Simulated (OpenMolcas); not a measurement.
## Au6+: moving or changing the point charges

Au6+ among 6 point charges of -1.7 e arranged as an octahedron (Oh), 2.1 Å from the ion.
```
   2.1000    0.0000    0.0000  -1.70
   0.0000    2.1000    0.0000  -1.70
  -2.1000    0.0000    0.0000  -1.70
   0.0000   -2.1000    0.0000  -1.70
   0.0000    0.0000    2.1000  -1.70
   0.0000    0.0000   -2.1000  -1.70
```

```yaml
Program: OpenMolcas
Method: CASSCF
Basis: ANO-RCC-VTZP [8s7p5d3f1g]
Scalar_Hamiltonian: DKH2, point nucleus
Active_space: 5 electrons in 5 orbitals (5d)
State_averaging: 2S+1 = 6 even, 1 root; 2S+1 = 4 even, 24 roots; 2S+1 = 2 even, 75 roots
Spin-orbit_coupling: RASSI with atomic mean-field integrals over the reference wave functions
```

Runs around this geometry, states (labels of O, the rotations of Oh). Energies in cm-1 above the lowest state or level, χT in cm3 K/mol; 10Dq and B are least-squares fits to the states below 45000 cm-1, weighted by degeneracy, with a free offset, and given where the rms deviation is under 5 % of |10Dq| (or 100 cm-1) and under 700 cm-1.

```tsv
R (Å)	q (e)	Ground state	10Dq	B (rms of fit)	First gap with spin-orbit (degeneracies)	χT at 300 K	First state of another spin
2.1	-0.85	6A1	1863	1032 (42)	63.1 (2, 4)	3.964	4T1 31508
1.97	-1.7	6A1	5179	1032 (90)	200.5 (2, 4)	3.784	4T1 29268
2.1	-1.7	6A1	3843	1019 (71)	136.2 (2, 4)	3.890	4T1 30345
2.34	-1.7	6A1	2183	1032 (49)	74.8 (2, 4)	3.956	4T1 31347
```

Taking |10Dq| as R^-n, n = -ln(2183 / 5179) / ln(2.34 / 1.97) = 5.0 between the shortest and longest distance. The point-charge formula for a cubic d site gives n = 5.

Scaling the charges by -0.85 / -1.7 = 0.50 scales |10Dq| by 1863 / 3843 = 0.48; with fixed orbitals a first-order splitting would follow the charge.

Without dynamic correlation the repulsion within the d shell is too large (B by tens of per cent), so at a given field states of lower spin stand too high. Point charges give a weaker field than real ligands, and real ions of this kind are as a rule low spin; the high spin found here belongs to the model. This field is weak: 10Dq is about 1863 cm-1, while octahedral complexes of 5d ions of charge 3 and more, computed by the same method with explicit ligands, had a median near 35000 cm-1. Ground spin and moment need not be those of a real site (figures for R = 2.1, q = -0.85; the like holds for R = 1.97, q = -1.7, R = 2.1, q = -1.7, R = 2.34, q = -1.7). Point charges carry no covalency, so the field is a model and not that of real ligands. No measured value stands beside these numbers.
